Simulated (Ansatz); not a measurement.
Job for Ansatz (a program for electronic structure): R-PBE/def2-TZVPPD on C2H4N2 (a complex), monomers drawn apart or pushed together. Files ending in .json are basis or fitting sets from the Basis Set Exchange.

Ansatz 0.2 input:
```yaml
crystal:
  periodic: [false, false, false]
  atoms:
    - {symbol: C, position_ang: [-0.14217367, 0.73372972, -0.10529668]}
    - {symbol: C, position_ang: [0.30826340, -0.51102443, -0.14968332]}
    - {symbol: H, position_ang: [0.36212425, 1.54138089, -0.62195466]}
    - {symbol: H, position_ang: [-1.03482625, 0.99602204, 0.44960516]}
    - {symbol: H, position_ang: [-0.19744383, -1.31709268, 0.36769379]}
    - {symbol: H, position_ang: [1.20052187, -0.77484138, -0.70456579]}
    - {symbol: N, position_ang: [0.18943124, -0.07839328, 3.52477201]}
    - {symbol: N, position_ang: [-0.62225398, -0.50609526, 2.93490490]}
basis:
  gaussian:
    orbitals: def2-TZVPPD.json
hamiltonian:
  xc: {name: PBE}
scf: {lower_state_search: off}
```

Output:

```
WARN ansatz: RAYON_NUM_THREADS=1 ignored (pool sized by the plan → 1); use --threads N
Functional definition: PBE
these checks for a lower state are left out or cut short: stability, starts, cluster_reference, orbital_swaps, neighbouring_geometries, increment
integrals: 0.09 GiB planned
942 factors; their error is unknown
mean field: 0.83 GiB planned
mean field evaluation 1: about -5104.7518 eV, gradient 6.5e1 eV
mean field evaluation 2: about -5094.0093 eV, gradient 8.7e1 eV
mean field evaluation 4: about -5114.4412 eV, gradient 5.7e0 eV
mean field evaluation 8: about -5114.4712 eV, gradient 5.5e-1 eV
mean field evaluation 16: about -5114.4715 eV, gradient 2.3e-5 eV
mean field -5114.47153974 eV, -187.9533623721 hartree, gradient 3.3e-6 eV, S^2 0.000000; 0 other end points of the search recorded, 0 dependent functions left out
reference -5114.47158097 eV, -187.9533638874 hartree; 15, 15 occupied and 201, 201 virtual orbitals, 942 factors
Total energy: -5114.47158097 eV, -187.9533638874 hartree
Checks for a lower state left out: stability, starts, cluster_reference, orbital_swaps, neighbouring_geometries, increment
```

The calculation finished and met its thresholds.

Cost: around 2.2 core-seconds (rough).
